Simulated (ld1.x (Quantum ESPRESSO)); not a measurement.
PBE ultrasoft dataset for lanthanum, scalar-relativistic all-electron reference.

ld1.x (Quantum ESPRESSO) 7.5 was run on this input:

```
&input
   title='La', zed=57., rel=1, dft='PBE', iswitch=3,
   config='[Xe] 4f0 5d1 6s2 6p0',
   nld=4, rlderiv=4.85, eminld=-2.0, emaxld=5.0, deld=0.02
 /
 &inputp
   pseudotype=3, tm=.true., lloc=-2, rcloc=1.45,
   nlcc=.true., new_core_ps=.true., rcore=0.75,
   which_augfun='PSQ', rmatch_augfun_nc=.true.,
   file_pseudopw='La.UPF', file_wfcaegen='ae.wfc', file_wfcncgen='nc.wfc', file_beta='beta', file_chi='chi', file_wfcusgen='us.wfc'
 /
8
6S  1  0   2.00   0.00  2.55  3.35  0.0
6S  1  0   0.00   0.35  2.55  3.35  0.0
6P  2  1   0.00   0.00  3.25  4.45  0.0
6P  2  1   0.00   0.30  3.25  4.45  0.0
5D  3  2   1.00   0.00  0.75  0.90  0.0
5D  3  2   0.00   0.85  0.75  0.90  0.0
4F  4  3   0.00   0.00  1.80  2.10  0.0
4F  4  3   0.00   0.10  1.80  2.10  0.0
 &test
   configts(1)='4f0 5d1 6s2 6p0'
 /
```

Command:

```bash
ld1.x < La.in > La.out
```

The program printed (shortened: banner, matrices, multipoles, cross overlaps and the repeated all-electron block are left out):

```
[... start of the log left out ...]
     s(4D/4D) =  1.000000  <r> =   0.7675  <r2> =    0.6831  r(max) =   0.6750
     s(4F/4F) =  1.000000  <r> =   1.1808  <r2> =    1.8762  r(max) =   0.7460
     s(5D/5D) =  1.000000  <r> =   3.0007  <r2> =   10.8668  r(max) =   2.2132
     s(6S/6S) =  1.000000  <r> =   4.4227  <r2> =   22.1303  r(max) =   3.8361
     s(6P/6P) =  1.000000  <r> =   5.9851  <r2> =   41.0268  r(max) =   4.9256

     ------------------------ End of All-electron run ------------------------

     --------------------- Generating US pseudopotential ---------------------

      Generating local potential from pseudized AE potential:
      Matching radius rcloc =   1.4500
      Enforcing V''(0)=0 (lloc=-2)

      Local pseudo, rcloc= 1.465 Estimated cut-off energy=    14.36 Ry

      Computing core charge for nlcc:

       r > 0.76 : true rho core
      Core charge pseudized with two Bessel functions
      Integrated core pseudo-charge :  33.74
      Wfc-us  6S rcutus= 3.343  Estimated cut-off energy=    10.80 Ry
      Wfc-us  6S rcutus= 3.343  Estimated cut-off energy=     4.53 Ry
      Wfc-us  6P rcutus= 4.402  Estimated cut-off energy=     3.75 Ry
      Wfc-us  6P rcutus= 4.402  Estimated cut-off energy=     4.36 Ry
      Wfc-us  5D rcutus= 0.911  Estimated cut-off energy=   183.89 Ry
      Wfc-us  5D rcutus= 0.911  Estimated cut-off energy=   193.89 Ry
      Wfc-us  4F rcutus= 2.079  Estimated cut-off energy=    37.00 Ry
      Wfc-us  4F rcutus= 2.079  Estimated cut-off energy=    52.98 Ry

 %%%%%%%%%%%%%%%%%%%%%%%%%%%%%%%%%%%%%%%%%%%%%%%%%%%%%%%%%%%%%%%%%%%%%%%%%%%%%%
     Error in routine find_q (1):
     problem finding q
 %%%%%%%%%%%%%%%%%%%%%%%%%%%%%%%%%%%%%%%%%%%%%%%%%%%%%%%%%%%%%%%%%%%%%%%%%%%%%%

     stopping ...
```

The run stopped because no Bessel wave vectors were found that match the logarithmic derivative at the chosen radius.

The run took about 0.13 s on one core of a shared server CPU.
